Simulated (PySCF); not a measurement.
From r²SCAN to CCSD(T): MSn along the third period

r²SCAN and CCSD(T) in PySCF with def2-SVPD on every atom (core potentials on Sn), for the lowest determinant that a PBE0 search found; no spin–orbit coupling.

| molecule | state (unpaired electrons) | r²SCAN Re (Å) | r²SCAN ωe (cm⁻¹) | r²SCAN De (eV) | CCSD(T) Re (Å) | CCSD(T) ωe (cm⁻¹) | CCSD(T) De (eV) |
| --- | --- | --- | --- | --- | --- | --- | --- |
| AlSn | quartet (σ ↑, π ↑↑) | 2.658 | 267 | 2.38 | 2.685 | 263 | 1.95 |
| SiSn | triplet (π ↑↑) | 2.531 | 346 | 2.82 | ? | ? | ? |
| SnS | singlet (closed shell) | 2.239 | 481 | 5.02 | 2.265 | 459 | 4.52 |
| SnCl | doublet (π ↑) | 2.415 | 341 | 4.00 | 2.437 | 334 | 3.55 |

Q: Estimate the CCSD(T) values of SiSn by adding the mean shift from r²SCAN to CCSD(T) of the other rows, and compare with the calculation.

A: The mean shifts are +2.5 pm, -11 cm⁻¹ and -0.46 eV, which give 2.556 Å, 335 cm⁻¹ and 2.36 eV. CCSD(T)/def2-SVPD gives Re = 2.547 Å, ωe = 339 cm⁻¹, De = 2.29 eV.

Q: What are the mean differences of r²SCAN from CCSD(T) over the whole series?

A: Re -2.3 pm, ωe +10 cm⁻¹, De +0.48 eV.

In a basis of this size CCSD(T) is itself not converged; it tends to give bonds that are too long and too weak.

Correlated steps freeze 9 core orbitals. Correlated levels converge slowly with the basis: in double zeta they bind strong bonds too weakly, by up to about 1 eV, and carry superposition errors of some tenths. These are scalar-relativistic numbers at best; spin–orbit coupling would shift them, the dissociation energy most. Where the molecule has an RHF reference, its open-shell atoms are computed with UHF. The CCSD T1 diagnostic is raised in SnS, a sign that a single reference may not be enough there. States were picked by a PBE0 search and need not be the measured ground states.
